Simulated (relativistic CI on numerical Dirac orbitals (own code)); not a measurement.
Calculated at this level of theory: Dirac-Coulomb-Breit CI, separate exchange-only KLI orbitals for each configuration, model QED, unscaled Slater integrals (own radial code, finite nucleus).

The strongest absorption lines from the ground level of an ion, among the configurations computed and to levels below about 725 eV (vacuum wavelength in Å, gf): 33.174 (0.34), 33.544 (0.44), 33.679 (1.2), 33.928 (1), 34.404 (0.3), 40.479 (0.14), 42.820 (0.34), 50.560 (0.61).

Problem. Which ion is it?
A. Sm⁴⁶⁺
B. Xe³⁸⁺
C. Dy⁵⁰⁺
D. Sm⁴⁸⁺

Solution. A. Sm⁴⁶⁺ has 16 electrons and the ground level 3s2 3p4 3P_2; the strongest line goes to 3s2 3p3 3d 3P°_2. The pattern of lines fixes the number of electrons, and along that sequence the line energies rise steadily with the charge (about as its square where n changes within one kind of shell, about linearly where n is kept but much faster in heavy ions where fine structure, which grows about as Z⁴, sets the gap, and irregularly where shells cross), which fixes Z. Configurations outside the model, such as inner-shell arrays, can give stronger lines. At this charge energies of transitions that change n are usually good to better than 1 %, and those within a shell (Δn = 0) to a few per cent.

LS names give the leading component of a level, which can be under half, so a name can repeat, a term be missing and a line seem to break the LS rules.
